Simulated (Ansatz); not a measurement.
Molecule: YH, charge 0, multiplicity 1. 
Structure (B3LYP-D3(BJ)/def2-TZVP (Ansatz, a quantum-chemistry and plane-wave program) minimum search):
SMILES: [YH]
```xyz
2

Y      0.0000     0.0000    -0.0480
H      0.0000     0.0000     1.8702
```
Charge 0, spin multiplicity 1.

Basis-set convergence of Hartree-Fock and CCSD correlation energies (hartree) with Ansatz. Correlated levels leave the core frozen unless marked. No spin-orbit coupling. Frozen are the shells of the preceding noble gas and the d and f shells that filled before the atom's block. In def2 rows, elements after Kr have scalar-relativistic effective core potentials.

The Hartree-Fock reference is unstable (checked in the largest basis), which strains HF and MP2. 

| basis | functions | E(HF) | E(corr, CCSD) |
|---|---|---|---|
| def2-SVPD | 42 | -38.38660 | -0.06829 |
| def2-TZVPPD | 73 | -38.39743 | -0.07298 |
| def2-QZVPPD | 114 | -38.39879 | -0.07439 |

Extrapolating the two largest sets (X = 3 and 4) as X^-3: E(corr) = (64·(-0.07439) - 27·(-0.07298))/37 = -0.0754 Eh, an estimate of the basis-set limit. The largest set recovers 98.6 % of it, the smallest 90.5 %.
